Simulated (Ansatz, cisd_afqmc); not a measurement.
Species: In, charge 0, doublet.

Total energies in hartree (Ansatz, a quantum-chemistry and plane-wave program, AFQMC by cisd_afqmc). Radicals and triplets start from unrestricted determinants; spin-orbit coupling is neglected. Cores are frozen in correlated methods (noble-gas shells, and filled d and f shells in the p block). Past Kr the def2 sets carry scalar-relativistic core potentials. AFQMC is phaseless with a CISD trial state; ± is one standard error, without the phaseless bias. Outlying blocks are dropped, and bars are widened where a walk drifts. Over all cases where full CI ran beside it in this data, AFQMC minus full CI had a median of +0.1 mEh and passed +0.4 mEh in a tenth of the cases. For partners of very few electrons the exact lower level stands in for a higher one. Spin-orbit terms, left out, reach several kcal/mol for Br and I, and more for heavier atoms.

| species | HF/def2-TZVPPD | CCSD(T)/def2-TZVPPD | HF/def2-QZVPPD | CCSD(T)/def2-QZVPPD | AFQMC/CISD/def2-TZVPPD |
|---|---|---|---|---|---|
| 1: In (doublet) | -189.21009 | -189.25228 | -189.21066 | -189.25403 | -189.25242 ± 0.00004 |
| 2: In+ (singlet) | -189.01840 | -189.05130 | -189.01888 | -189.05213 | -189.05130 |

Work out the first ionisation energy (In+ (singlet) against In (doublet)) in eV: take Hartree-Fock from def2-QZVPPD, extrapolate the CCSD(T) correlation energy as X^-3 (X = 3, 4), and add AFQMC/CISD - CCSD(T) in def2-TZVPPD. 1 hartree = 27.211 eV.


Species 1: correlation (64·(-0.04337) - 27·(-0.04219))/37 = -0.04423; step -0.00014; E1 = -189.21066 + (-0.04423) + (-0.00014) = -189.25503
Species 2: correlation (64·(-0.03325) - 27·(-0.03290))/37 = -0.03351; step +0.00000; E2 = -189.01888 + (-0.03351) + (+0.00000) = -189.05239
-1·E1 +1·E2 = 0.20264 hartree = 5.51 ± 0.01 eV. The bar is the root of the summed squares.
